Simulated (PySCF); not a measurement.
Molecule: CH2=CFCOOEt (SMILES C=C(F)C(=O)OCC).

Mapped SMILES: `[CH2:1]=[C:2]([F:3])[C:4](=[O:5])[O:6][CH2:7][CH3:8]` (H(Xn): hydrogen on atom n). Ha(C1) is cis to F3; Hb(C1) is trans to F3.

Geometry PBE0-D3(BJ)/def2-SVP throughout; GIAO in PySCF 2.14.0 with density-fitted response routines, gas phase, one conformer, non-relativistic; equivalent atoms averaged; basis pcSseg-1.

**Question.** How do the absolute shieldings σ depend on the functional? (a selection of nuclei; ppm; last column core-seconds on shared hosts with different chips, so compare them loosely; the GGAs took longer than the global hybrids here, which isn't the general rule, and the cause wasn't traced)

**Answer.** 
```
functional                    kind    C2    C4    C1     C7     C8     F3     O5     O6  Hb(C1)  core-s
       PBE                     GGA  17.1  18.9  75.1  115.9  164.9  270.0  -77.6  104.5   25.30      32
      BLYP                     GGA  10.8  12.9  70.4  110.0  159.4  271.6  -82.5  100.8   25.55      30
      OPBE                     GGA  30.1  30.7  83.7  123.4  169.9  274.1  -62.7  114.6   25.28      32
     B97-D                     GGA  20.8  21.4  76.8  115.5  163.2  279.3  -64.3  110.9   25.57      24
     B3LYP           global hybrid  14.5  13.6  70.2  115.6  163.6  291.8  -83.4  115.3   25.42      20
      PBE0           global hybrid  21.5  19.5  74.7  122.2  169.4  294.7  -78.7  122.1   25.19      18
  mPW1PW91           global hybrid  20.6  18.5  73.5  121.2  168.3  295.6  -79.4  121.6   25.25      15
      WP04           global hybrid   8.5   6.3  61.0  106.6  155.7  295.0  -81.7  108.1   25.64      16
 CAM-B3LYP  range-separated hybrid  15.6  13.6  70.3  119.5  167.3  303.1  -82.4  126.5   25.27      28
```

**Question.** Which nucleus among those listed moves most, in ppm?

**Answer.** F3 (vinylic fluorine): from 270.0 ppm with PBE to 303.1 ppm with CAM-B3LYP. The smallest spread is 0.44 ppm, at Hb(C1). Proton shifts span only some 12 ppm, so a few tenths of a ppm matter as much there as several ppm in carbon.
